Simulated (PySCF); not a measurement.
YI2, SMILES [I][Y][I] (connectivity only; charge and spin as stated), neutral, multiplicity 2.

Geometry: r2SCAN-D4/def2-SVP. The def2 effective core potentials stand for the cores of I, Y; spin–orbit coupling is left out.

The numbers are results of r2SCAN/def2-TZVPD in PySCF, not measurements.

```yaml
total_energy: -634.11478 hartree
point_group: C2v
"α spin, highest occupied and lowest empty level": -4.53 and -3.28 eV
"β spin, highest occupied and lowest empty level": -6.88 and -2.89 eV
dipole_moment: 3.41 D
quadrupole, principal values (traceless, Buckingham form, about the centre of nuclear charge): -13.23, 1.27, 11.96 D·Å
mean_static_polarisability: 170.1 bohr³ (25.20 Å³)
polarisability_principal_values: 166.2, 170.6, 173.5 bohr³
"⟨S²⟩": 0.752 (pure state 0.75)
```
